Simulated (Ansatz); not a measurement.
Spectroscopic constants of AlH-, multiplicity 2 (lowest of 2S+1 = 2, 4 at CCSD(T)/def2-TZVPP on PBE0 minima; our sources give no spin for the ground state, which may be another).

The constants come from a fifth-degree fit in 1/R (seven points, main isotopes). In def2 and cc sets the state is the lowest found near the PBE0 minimum, followed along R.

Cores are frozen in the correlated methods. CBS: X⁻³ extrapolation of the correlation energy, Hartree–Fock from the larger set.

The values were computed with Ansatz (Gaussian basis) for Hartree–Fock, density functionals and correlated methods. Values without a source in brackets are computed.

Question: What bond length and harmonic frequency does BHLYP/def2-TZVPP give?

Answer: r_e = 1.694 Å, ω_e = 1474 cm⁻¹.

Question: What bond length and harmonic frequency does B2PLYP/def2-TZVPP give?

Answer: r_e = 1.701 Å, ω_e = 1456 cm⁻¹.

Question: What bond length and harmonic frequency does CCSD(T)/CBS(aug-cc-pV(T+d)Z, aug-cc-pV(Q+d)Z) give?

Answer: r_e = 1.685 Å, ω_e = 1518 cm⁻¹.

Ansatz is an electronic-structure program.
